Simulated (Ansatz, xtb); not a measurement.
C6H7Br: which of two isomers lies lower

Structure a: `CC1=CC(Br)=CC1`, a singlet. Structure b: `BrC1=CC=CCC1`, a singlet. Both are isolated molecules in the gas phase, relaxed with r2SCAN-D4/def2-SVP; the shapes shown needn't be the lowest conformers.

a (Å):

```xyz
14

C    -2.3800   -2.4096   -1.0212
C    -1.2077   -1.5216   -0.7813
C    -0.3229   -1.5571    0.2486
C     0.6566   -0.4882    0.0559
C     0.4012    0.2138   -1.0732
C    -0.8175   -0.3933   -1.7029
Br    2.0683   -0.1841    1.2652
H    -2.2938   -2.9400   -1.9857
H    -3.3208   -1.8332   -1.0641
H    -2.4803   -3.1637   -0.2273
H    -0.3192   -2.2531    1.0897
H     0.9633    1.0610   -1.4652
H    -1.6397    0.3414   -1.8095
H    -0.6154   -0.7627   -2.7276
```

b (Å):

```xyz
14

C    -2.1825   -1.0839   -0.7345
C    -1.7768   -2.3570   -0.9214
C    -0.3660   -2.6262   -1.1919
C     0.5756   -1.6813   -0.9877
C     0.1861   -0.3401   -0.4290
C    -1.2300    0.0738   -0.8471
Br   -4.0136   -0.6652   -0.4764
H    -2.4923   -3.1829   -0.9042
H    -0.0901   -3.6261   -1.5409
H     1.6346   -1.9042   -1.1533
H     0.9034    0.4411   -0.7277
H     0.2433   -0.3952    0.6786
H    -1.2384    0.4177   -1.9020
H    -1.5769    0.9255   -0.2430
```

Problem. Estimate which is lower in electronic energy at CCSD(T)/def2-SVP + ΔMP2/def2-TZVPP, and by roughly how much.

Solution. Too close to call at this level: CCSD(T)/def2-SVP + ΔMP2/def2-TZVPP gives E(b) − E(a) = −0.23 kcal/mol.

Level by level:

```json
{"level": "GFN2-xTB", "geometry": "GFN2-xTB", "E(b) − E(a) (kcal/mol)": "+2.70", "departure from the last row (kcal/mol)": "+2.94", "job, with rough time for the two": "optimisation, 0.12 s"}
{"level": "HF/STO-3G", "geometry": "GFN2-xTB", "E(b) − E(a) (kcal/mol)": "+0.51", "departure from the last row (kcal/mol)": "+0.75", "job, with rough time for the two": "single point, 0.42 s"}
{"level": "r2SCAN-D4/def2-SVP//GFN2-xTB", "geometry": "GFN2-xTB", "E(b) − E(a) (kcal/mol)": "−0.05", "departure from the last row (kcal/mol)": "+0.19", "job, with rough time for the two": "single point, 4.1 s"}
{"level": "r2SCAN-D4/def2-SVP", "geometry": "r2SCAN-D4/def2-SVP", "E(b) − E(a) (kcal/mol)": "+0.12", "departure from the last row (kcal/mol)": "+0.35", "job, with rough time for the two": "optimisation, 32 s"}
{"level": "HF/def2-SVP", "geometry": "r2SCAN-D4/def2-SVP", "E(b) − E(a) (kcal/mol)": "−0.72", "departure from the last row (kcal/mol)": "−0.48", "job, with rough time for the two": "part of the CCSD(T) run"}
{"level": "MP2/def2-SVP", "geometry": "r2SCAN-D4/def2-SVP", "E(b) − E(a) (kcal/mol)": "+0.44", "departure from the last row (kcal/mol)": "+0.68", "job, with rough time for the two": "part of the CCSD(T) run"}
{"level": "CCSD(T)/def2-SVP", "geometry": "r2SCAN-D4/def2-SVP", "E(b) − E(a) (kcal/mol)": "−0.95", "departure from the last row (kcal/mol)": "−0.72", "job, with rough time for the two": "single point"}
{"level": "CCSD(T)/def2-SVP + ΔMP2/def2-TZVPP", "geometry": "r2SCAN-D4/def2-SVP", "E(b) − E(a) (kcal/mol)": "−0.23", "departure from the last row (kcal/mol)": "", "job, with rough time for the two": "single point, 95 s"}
```

As drawn, both hold the same kinds of bond in the same numbers. Structure a has 1 methyl group, b 0. Structure a has a 5-membered ring, b a 6-membered ring.

The largest departure from CCSD(T)/def2-SVP + ΔMP2/def2-TZVPP is that of GFN2-xTB, 2.94 kcal/mol. The last row adds to CCSD(T) the change of the MP2 difference between the two basis sets, here +0.72 kcal/mol.

With thermal terms from frequencies at re-optimised GFN2-xTB minima (ideal gas, soft modes damped towards free rotors, one conformer each, 298.15 K, 1 atm): the zero-point term adds +1.02 kcal/mol; ΔH is +0.39 and ΔG +1.26 kcal/mol.

The correlated steps freeze 15 core orbitals; the filled d shell of Br is correlated, in a basis made for valence electrons. Codes used: Ansatz 0.2.0, xtb 6.7.1; the last row on 4 threads of Arm Neoverse V2 on a shared host.
